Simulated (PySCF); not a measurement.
# Electronic structure of Rh (rhodium, neutral) at the UHF level

Configuration: [Kr] 4d9, 2D determinant (an excited configuration). Computed with PySCF 2.14 in aug-cc-pVTZ-PP with one added diffuse shell each of s, p, d, f, g type with ECP28MDF (7s7p6d4f3g, 113 functions), with a scalar-relativistic core potential.

```json
{
  "Total energy": "-109.329287 hartree",
  "One-electron energy": "-195.2713 hartree",
  "Hartree (Coulomb) energy": "96.6902 hartree",
  "Exchange energy": "-10.7481 hartree",
  "⟨S²⟩": "0.8361",
  "⟨L²⟩": "6.522",
  "Sum of ⟨r⟩": "23.75 bohr",
  "Sum of ⟨r²⟩": "42.28 bohr²",
  "Traceless quadrupole moment −½Σ⟨3z² − r²⟩ along its main axis": "0.312 e·bohr²",
  "Time after the integrals": "of the order of 6 core-seconds"
}
```

```
shell  electrons  mean orbital energy (eV)  spread (eV)  rms radius, mean of both spins (bohr)
 4s α          1                   -98.905            0                                   1.06
 4s β          1                   -96.933            0                                   1.06
 4p α          3                   -62.192        1.330                                   1.18
 4p β          3                   -59.696        1.190                                   1.18
 4d α          5                    -8.889        1.426                                   1.88
 4d β          4                    -7.613        1.894                                   1.88
```

Energies and moments cover only the electrons outside the core potential. ⟨S²⟩ = 0.84 against 0.75 shows spin contamination.
